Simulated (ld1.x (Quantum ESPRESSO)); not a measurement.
How hard is this oxygen PAW potential?

O, PAW, made with ld1.x (Quantum ESPRESSO) 7.5 (PBEsol, scalar-relativistic). Core [He], reference 2s2 2p4. Waves: 2s (bound): rcut 0.90, rcutus 1.00 bohr; 2s channel at -0.3 Ry: rcut 0.90, rcutus 1.00 bohr; 2p (bound): rcut 1.45, rcutus 2.24 bohr; 2p channel at 4.7 Ry: rcut 1.45, rcutus 2.24 bohr. Local part: all-electron potential smoothed inside 0.90 bohr (lloc = -2). Core correction: Bessel-smoothed model core inside 0.85 bohr. Augmentation charge: PSQ, inside the norm-conserving radii.

The pseudo-atom Hamiltonian at the reference potential is diagonalised in spherical Bessel functions j_l(qr) that vanish at 20 bohr, with q² up to the cutoff. All-electron valence levels (Ry): 2s -1.7499, 2p -0.6596.

Q: How do the lowest levels (Ry) of each channel move with the cutoff, and are there ghosts?

A:

| cutoff (Ry) | s #1 | p #1 | d #1 | d #2 | f #1 | Σ f·Δε (mRy) |
| --- | --- | --- | --- | --- | --- | --- |
| 8 | -1.6499 | -0.4833 | 0.0794 | 0.1882 | 0.1207 | 905.0 |
| 10 | -1.6964 | -0.6175 | 0.0794 | 0.1882 | 0.1207 | 275.4 |
| 12 | -1.7228 | -0.6516 | 0.0794 | 0.1882 | 0.1207 | 86.3 |
| 15 | -1.7368 | -0.6592 | 0.0794 | 0.1882 | 0.1207 | 28.0 |
| 18 | -1.7456 | -0.6593 | 0.0794 | 0.1882 | 0.1207 | 9.5 |
| 21 | -1.7478 | -0.6594 | 0.0794 | 0.1882 | 0.1207 | 5.1 |
| 30 | -1.7492 | -0.6596 | 0.0794 | 0.1882 | 0.1207 | 1.5 |
| 35 | -1.7494 | -0.6596 | 0.0794 | 0.1882 | 0.1207 | 1.0 |
| 40 | -1.7495 | -0.6596 | 0.0794 | 0.1882 | 0.1207 | 0.8 |
| 45 | -1.7496 | -0.6596 | 0.0794 | 0.1882 | 0.1207 | 0.7 |
| 50 | -1.7497 | -0.6596 | 0.0794 | 0.1882 | 0.1207 | 0.5 |
| 400 | -1.7499 | -0.6596 | 0.0794 | 0.1882 | 0.1207 | 0.0 |

Result: no extra level below or beside the all-electron valence levels (s, p, d, f tested); 10 mRy is reached at 18 Ry and 1 mRy at 40 Ry.
